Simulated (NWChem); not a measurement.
All runs are NWChem calculations. System: ClTl, charge 0, spin multiplicity 1, at a geometry optimised with PBE0/def2-SVP with def2 effective core potentials on Tl. The structure started from a generated list of species. Level: MP2/def2-QZVP with def2 effective core potentials on Tl, 9 core orbitals frozen.

The NWChem input:

```
start mol
memory heap 200 mb stack 900 mb global 1100 mb
geometry units angstroms nocenter noautoz
  Tl     0.000000     0.000000    -0.437060
  Cl     0.000000     0.000000     2.082462
  symmetry group C2v
end
basis spherical
  * library def2-qzvp
end
ecp
  Tl library def2-ecp
end
scf
  rhf
  nopen 0
  maxiter 100
  thresh 1e-7
  semidirect memsize 60000000 filesize 0
end
mp2
  freeze core 9
end
task mp2 energy
```

Part of the output:

```
             Northwest Computational Chemistry Package (NWChem) 7.3.0
             --------------------------------------------------------

                                NWChem Input Module
                                -------------------

 Scaling coordinates for geometry "geometry" by  1.889725989
 (inverse scale =  0.529177249)

 Turning off AUTOSYM since
 SYMMETRY directive was detected!

                             Geometry "geometry" -> ""
                             -------------------------

 Output coordinates in angstroms (scale by  1.889725989 to convert to a.u.)

  No.       Tag          Charge          X              Y              Z
 ---- ---------------- ---------- -------------- -------------- --------------
    1 Tl                  81.0000     0.00000000     0.00000000    -0.43706000
    2 Cl                  17.0000     0.00000000     0.00000000     2.08246200

 Effective nuclear repulsion energy (a.u.)     289.2124267510

            Nuclear Dipole moment (a.u.)
            ----------------------------
        X                 Y               Z
 ---------------- ---------------- ----------------
     0.0000000000     0.0000000000    -0.0000113384

      Symmetry information
      --------------------

 Group name             C2v
 Group number             16
 Group order               4
 No. of unique centers     2

      Symmetry unique atoms

     1    2


 Summary of "ao basis" -> "" (spherical)
 ------------------------------------------------------------------------------
       Tag                 Description            Shells   Functions and Types
 ---------------- ------------------------------  ------  ---------------------
 *                         def2-qzvp                  on all atoms

 Summary of "ao basis" -> "ao basis" (spherical)
 ------------------------------------------------------------------------------
       Tag                 Description            Shells   Functions and Types
 ---------------- ------------------------------  ------  ---------------------
 Tl                        def2-qzvp                22       82   7s6p4d4f1g
 Cl                        def2-qzvp                22       70   9s6p4d2f1g

                                 NWChem SCF Module
                                 -----------------

  ao basis        = "ao basis"
  functions       =   152
  atoms           =     2
  closed shells   =    19
  open shells     =     0
  charge          =   0.00
  wavefunction    = RHF
  use symmetry    = T
  symmetry adapt  = T

 Summary of "ao basis" -> "ao basis" (spherical)
 ------------------------------------------------------------------------------
       Tag                 Description            Shells   Functions and Types
 ---------------- ------------------------------  ------  ---------------------
 Tl                        def2-qzvp                22       82   7s6p4d4f1g
 Cl                        def2-qzvp                22       70   9s6p4d2f1g

      Symmetry analysis of basis
      --------------------------

        a1         62
        a2         18
        b1         36
        b2         36

 Forming initial guess at       0.3s

      Superposition of Atomic Density Guess
      -------------------------------------

 Sum of atomic energies:        -654.72686627

      Non-variational initial energy
      ------------------------------

 Total energy =    -630.943972
 1-e energy   =   -1086.110585
 2-e energy   =     380.185613
 HOMO         =      -0.327811
[...]
 Vector   20  Occ=0.000000D+00  E= 1.193864D-02  Symmetry=b1
              MO Center= -6.8D-15, -3.3D-26, -6.6D-01, r^2= 9.1D+00
   Bfn.  Coefficient  Atom+Function         Bfn.  Coefficient  Atom+Function
  ----- ------------  ---------------      ----- ------------  ---------------
    23      0.718394  1 Tl px                17      0.313467  1 Tl px
     8     -0.180635  1 Tl px               107     -0.169084  2 Cl px

 Vector   21  Occ=0.000000D+00  E= 1.193864D-02  Symmetry=b2
              MO Center=  1.9D-25, -3.1D-14, -6.6D-01, r^2= 9.1D+00
   Bfn.  Coefficient  Atom+Function         Bfn.  Coefficient  Atom+Function
  ----- ------------  ---------------      ----- ------------  ---------------
    24      0.718394  1 Tl py                18      0.313467  1 Tl py
     9     -0.180635  1 Tl py               108     -0.169084  2 Cl py

 Vector   22  Occ=0.000000D+00  E= 4.521747D-02  Symmetry=a1
              MO Center= -7.2D-16, -5.2D-15, -1.9D+00, r^2= 1.4D+01
   Bfn.  Coefficient  Atom+Function         Bfn.  Coefficient  Atom+Function
  ----- ------------  ---------------      ----- ------------  ---------------
    25      1.420918  1 Tl pz                22     -0.941378  1 Tl pz
     7     -0.714163  1 Tl s                  6      0.462895  1 Tl s
   109     -0.329867  2 Cl pz                91      0.321735  2 Cl s
    43     -0.250879  1 Tl d  0              19      0.244800  1 Tl pz
    90     -0.220738  2 Cl s

 center of mass
 --------------
 x =   0.00000000 y =   0.00000000 z =  -0.13203525

 moments of inertia (a.u.)
 ------------------
         677.183627005485           0.000000000000           0.000000000000
           0.000000000000         677.183627005485           0.000000000000
           0.000000000000           0.000000000000           0.000000000000

  Mulliken analysis of the total density
  --------------------------------------

    Atom       Charge   Shell Charges
 -----------   ------   -------------------------------------------------------
    1 Tl  21    20.40   0.70  0.03  1.15  0.16  0.74  0.96  0.19  5.88  0.00  0.17  0.23  0.10  0.01  8.95  0.89  0.17  0.02  0.01  0.02  0.00  0.00  0.00
    2 Cl  17    17.60   1.64  0.01  0.28  0.31  1.08  0.61  0.42  1.11  0.51  5.83 -0.00  0.67  1.91  2.35  0.85  0.00  0.00  0.00  0.01  0.00  0.00  0.00

       Multipole analysis of the density wrt the origin
       ------------------------------------------------

     L   x y z        total         open         nuclear
     -   - - -        -----         ----         -------
     0   0 0 0     -0.000000      0.000000     38.000000

     1   1 0 0     -0.000000      0.000000      0.000000
     1   0 1 0      0.000000      0.000000      0.000000
     1   0 0 1     -1.941683      0.000000     49.555407

     2   2 0 0    -27.298947      0.000000      0.000000
     2   1 1 0     -0.000000      0.000000      0.000000
     2   1 0 1      0.000000      0.000000      0.000000
     2   0 2 0    -27.298947      0.000000      0.000000
     2   0 1 1      0.000000      0.000000      0.000000
     2   0 0 2    -36.860653      0.000000    277.594777

                   NWChem MP2 Semi-direct Energy/Gradient Module
                   ---------------------------------------------

  Basis functions       =    152
  Molecular orbitals    =    152
  Frozen core           =      9
  Frozen virtuals       =      0
  Active alpha occupied =     10
  Active beta occupied  =     10
  Active alpha virtual  =    133
  Active beta virtual   =    133
  Use MO symmetry       = T
  Use skeleton AO sym   = T

  AO/Fock/Back tols     =   1.0D-09  1.0D-09  1.0D-09

 GA uses MA = F    GA memory limited = T

 Available:
  local mem=  1.26D+08
 global mem=  1.44D+08
 local disk=  0.00D+00
  mp2_memr nvloc                   133
  nvloc new                   133
   1 passes of  10:        7340032                     157016                  51902360.
   1 passes of  10: M    126119339           G      144132992           F     118779307.

 Semi-direct pass number   1 of   1  for RHF alpha+beta  at       13.1s
  vrange nnbf                 11469
  mp2_eaftype                   197  avail_ma_in_mb                  1099
 EAF : mp2_eaftype filesize         197   25951180.
  mp2_eaf for mointskh                    197
Node 0 wrote    122.0 Mb in      0.2 s     Agg I/O rate:   661.8 Mb/s
 Done moints_semi at       38.5s
  mp2_eaftype                   197  avail_ma_in_mb                   902
 EAF : mp2_eaftype filesize         197   25951180.
  mp2_eaf for kh                   197
 Done maket at       39.1s
 Done multipass loop at       39.1s

          -------------------------------------------
          SCF energy                -631.122024902592
          Correlation energy          -0.653868816278
          Singlet pairs               -0.341730246900
          Triplet pairs               -0.312138569378
          Total MP2 energy          -631.775893718870
          -------------------------------------------

          ---------------------------------------------------
                    Spin Component Scaled (SCS) MP2
          Same spin pairs                     -0.208092379585
          Same spin scaling factor             0.333333333333
          Opposite spin pairs                 -0.445776436693
          Opposite spin scaling fact.          1.200000000000
          SCS-MP2 correlation energy          -0.604295850560
          Total SCS-MP2 energy              -631.726320753152
          ---------------------------------------------------

 -----------------------
 Performance information
 -----------------------

 Timer overhead =  1.24D-07 seconds/call

               Nr. of calls         CPU time (s)                 Wall time (s)                GFlops
             ---------------    -------------------     ------------------------------   -------------------
Name         Min   Avg   Max    Min     Avg     Max     Min     Avg     Max   Mx/calls   Min     Max     Sum
mp2: moin     1     1     1    25.     25.     25.      25.     25.     25.     25.      0.0     0.0     0.0
mp2: make     1     1     1   0.61    0.61    0.61     0.61    0.61    0.61    0.61      0.0     0.0     0.0
mp2: tota     1     1     1    26.     26.     26.      26.     26.     26.     26.      0.0     0.0     0.0

 The average no. of pstat calls per process was 3.00D+00
 with a timing overhead of 3.72D-07s

 Task  times  cpu:       39.1s     wall:       39.1s

 Total times  cpu:       39.1s     wall:       39.1s
```
